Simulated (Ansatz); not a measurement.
C₂H₇BrSi, SMILES `CC[SiH2]Br` at its PBE0-D4/def2-TZVP geometry, where that method's forces vanish. Total charge 0; spin multiplicity 1.

```xyz
11

C     0.1743    0.4403   -1.3962
C     0.4303    0.5329    0.1068
Si   -0.4839   -0.7835    1.0609
Br   -0.0622   -0.5830    3.2403
H     0.7175    1.2180   -1.9380
H    -0.8866    0.5584   -1.6316
H     0.4946   -0.5236   -1.8002
H     1.4978    0.4343    0.3279
H     0.1248    1.5094    0.4955
H    -1.9523   -0.6589    0.8826
H    -0.0543   -2.1443    0.6520
```

**Question.** What forces (eV/Å) does r2SCAN-D4/def2-TZVPP give on these atoms in the Gaussian-basis code of Ansatz? (Estimate.)

**Answer.** The calculation gave: 
```
C1  -0.025 -0.007 -0.160
C2   0.016 -0.001  0.138
Si3 -0.029 -0.034 -0.018
Br4  0.011  0.004  0.059
H5  -0.010 -0.013  0.002
H6   0.020 -0.003  0.004
H7  -0.007  0.018  0.007
H8  -0.002  0.014 -0.003
H9   0.013  0.001 -0.005
H10  0.025 -0.004 -0.014
H11 -0.012  0.025 -0.009
```
